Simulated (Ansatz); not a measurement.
A run on AlH₇O₃Si₂ (`[OH][Al]([O][SiH3])[O][SiH3]`) with other settings.

```yaml
crystal:
  periodic: [false, false, false]
  atoms:
    - {symbol: O, position_ang: [1.487619, 1.691729, -1.443258]}
    - {symbol: Al, position_ang: [0.481946, 0.652759, -0.579519]}
    - {symbol: O, position_ang: [1.159354, -0.321349, 0.594210]}
    - {symbol: Si, position_ang: [2.106376, -1.117844, 1.644933]}
    - {symbol: O, position_ang: [-1.164406, 0.590976, -0.883935]}
    - {symbol: Si, position_ang: [-2.732403, 0.172478, -0.797456]}
    - {symbol: H, position_ang: [1.157763, 2.271899, -2.127077]}
    - {symbol: H, position_ang: [1.316284, -2.172526, 2.333076]}
    - {symbol: H, position_ang: [2.644488, -0.179199, 2.665229]}
    - {symbol: H, position_ang: [3.244199, -1.759068, 0.933727]}
    - {symbol: H, position_ang: [-3.190000, -0.330033, -2.119843]}
    - {symbol: H, position_ang: [-2.943120, -0.893000, 0.219216]}
    - {symbol: H, position_ang: [-3.547800, 1.358580, -0.424604]}
basis:
  gaussian: {orbitals: def2-SVP}
hamiltonian: {xc: {name: CAM-B3LYP}, dispersion: d4}
output: {forces: true}
```

```sh
$ ansatz run in.yaml --threads 8 --pin off --events-out ev --progress --plain --max-ram 18278MiB
```

Output, abridged:

```
Functional definition: CAM-B3LYP
1229 factors; integrals over basis functions are off by at most 1.1e-3 eV
468 factors; integrals over basis functions are off by at most 8.9e-6 eV
mean field evaluation 1: about -28588.6438 eV, gradient 8.3e1 eV
mean field evaluation 2: about -28578.8429 eV, gradient 1.1e2 eV
mean field evaluation 4: about -28600.2633 eV, gradient 3.2e0 eV
mean field evaluation 8: about -28600.3567 eV, gradient 8.8e-2 eV
mean field evaluation 16: about -28600.3567 eV, gradient 1.8e-5 eV
mean field -28600.35674606 eV, -1051.0437243996 hartree, gradient 1.8e-5 eV, S^2 0.000000; 0 other end points of the search recorded, 0 dependent functions left out
reference -28600.35691863 eV, -1051.0437307414 hartree; 36, 36 occupied and 95, 95 virtual orbitals, 1229 factors
Total energy: -28600.60930244 eV, -1051.0530056755 hartree
Atom 0 at     1.487619     1.691729    -1.443258 Å, force     0.027601    -0.105237     0.116692 eV/Å
Atom 1 at     0.481946     0.652759    -0.579519 Å, force     0.159689     0.143651    -0.114353 eV/Å
Atom 2 at     1.159354    -0.321349     0.594210 Å, force    -0.265889     0.167025    -0.237588 eV/Å
Atom 3 at     2.106376    -1.117844     1.644933 Å, force     0.342047    -0.298040     0.393773 eV/Å
Atom 4 at    -1.164406     0.590976    -0.883935 Å, force     0.397108     0.137478    -0.055738 eV/Å
Atom 5 at    -2.732403     0.172478    -0.797456 Å, force    -0.604283    -0.119333    -0.009657 eV/Å
Atom 6 at     1.157763     2.271899    -2.127077 Å, force    -0.009723     0.194951    -0.206907 eV/Å
Atom 7 at     1.316284    -2.172526     2.333076 Å, force    -0.000709    -0.048320     0.042966 eV/Å
Atom 8 at     2.644488    -0.179199     2.665229 Å, force     0.033253     0.010479     0.055339 eV/Å
Atom 9 at     3.244199    -1.759068     0.933727 Å, force     0.050785    -0.039243    -0.000421 eV/Å
Atom 10 at    -3.190000    -0.330033    -2.119843 Å, force    -0.047455    -0.026444    -0.032977 eV/Å
Atom 11 at    -2.943120    -0.893000     0.219216 Å, force    -0.024800    -0.038736     0.033555 eV/Å
Atom 12 at    -3.547800     1.358580    -0.424604 Å, force    -0.057624     0.021769     0.015315 eV/Å
Dipole moment:    -0.137564     0.142042    -0.181646 e Å
```

Run time 1.5 s (8 threads of an Arm Neoverse V1 on a shared host); peak host memory 0.69 GiB.
